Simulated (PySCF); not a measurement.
`BCC[SiH3]`. Theory: PBE0-D3(BJ)/def2-SVP geometry optimisation, gas phase (PySCF 2.14.0).

```
atom  x, y, z in Å
B1    -1.6920    0.4372   -0.5833
C2    -0.8183   -0.7076    0.0009
C3     0.6401   -0.8351   -0.4399
Si4    1.7503    0.4921    0.3127
H5    -1.3566    1.0375   -1.5815
H6    -2.7733    0.6787   -0.0946
H7    -1.4166   -1.5750   -0.3740
H8    -0.9341   -0.7906    1.0962
H9     0.7184   -0.7532   -1.5373
H10    1.0622   -1.8193   -0.1723
H11    1.7607    0.3728    1.8053
H12    3.1546    0.3714   -0.1860
H13    1.2259    1.8519   -0.0329
```

Task: What is the longest distance between nuclei?

Result: H6···H12, 5.94 Å; the next longest distance is 4.97 Å.

Task: Work out the bond lengths B1–H5, C2–C3, C2–H8, C3–Si4, C3–H9, Si4–H13 in pm.

Result: For B1–H5 the difference vector is (0.3354, 0.6003, -0.9982) Å, of length 1.2121 Å. B1–H5 121.2; C2–C3 152.9; C2–H8 110.5; C3–Si4 188.7; C3–H9 110.3; Si4–H13 149.8 pm.

Task: Where is the centre of mass (commonest isotopes), and what is the radius of gyration?

Result: Mass 72.057 u; centre at (0.412, -0.008, -0.056) Å; Rg = √(Σ m r²/M) = 1.668 Å. As Ia + Ib + Ic = 2 Σ m r², the three principal moments sum to 401.2 u·Å².

Task: What is the repulsion energy of the bare nuclei, Σ ZA·ZB/RAB?

Result: 151.61 Eh over 78 pairs, with full nuclear charges and distances in bohr; the largest single term is 23.56 Eh (C3 with Si4).

Task: Write the matrix of distances between heavy atoms (Å, lower triangle).

Result: 
```
B1    0.000
C2    1.554  0.000
C3    2.660  1.529  0.000
Si4   3.557  2.852  1.887  0.000
```

PBE0-D3(BJ)/def2-SVP frequencies: not computed here. One conformer, not necessarily the lowest.

The run took 22 s wall on an Arm Neoverse V1 with one thread, shared host with 32 logical CPUs at a one-minute load of 36, and the process peaked at 0.43 GiB of memory. These figures are those of the optimisation.
